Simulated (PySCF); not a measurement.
Atom-mapped SMILES (the numbers label the heavy atoms): `[F:1][C:2]([F:3])([F:4])[CH2:5][N:6]([SiH3:7])[SiH3:8]`. Each H is labelled by its parent atom.

Calculated, not measured (PySCF 2.14.0 with density-fitted response routines): shielding tensors at PBE0/pcSseg-1 (GIAO), coordinates at the GFN2-xTB level. One computed conformer, rapidly exchanging positions averaged, isolated molecule, no relativistic terms.

Task: List the cross peaks expected in HSQC, COSY and HMBC spectra.

Result: 

HSQC (one-bond C–H):
```tsv
δH	δC
3.51 (H(C5))	59.7 (C5)
```

HMBC (two and three bonds, from the bond graph):
```tsv
δH	δC
4.77 (H(Si7)/H(Si8))	59.7 (C5)
3.51 (H(C5))	135.9 (C2)
```

No COSY cross peaks are expected.

Referencing at the same level of theory: 1H (σ = 31.72 ppm) and 13C (σ = 186.93 ppm) vs TMS.

Short H···H contacts in this conformer between protons four or more bonds apart (candidates for NOE cross peaks, intensity ∝ r⁻⁶): H(C5)···H(Si8) 2.40 Å.

Shifts are as computed. Against solution values, carbons near 30 ppm lie about +3 ppm off and those near 130 ppm about +5 ppm. Of 1211 compounds with measured shifts, 218 miss one by over three times the rms of a fit or turn the order of signals round; such compounds aren't used in these exercises.
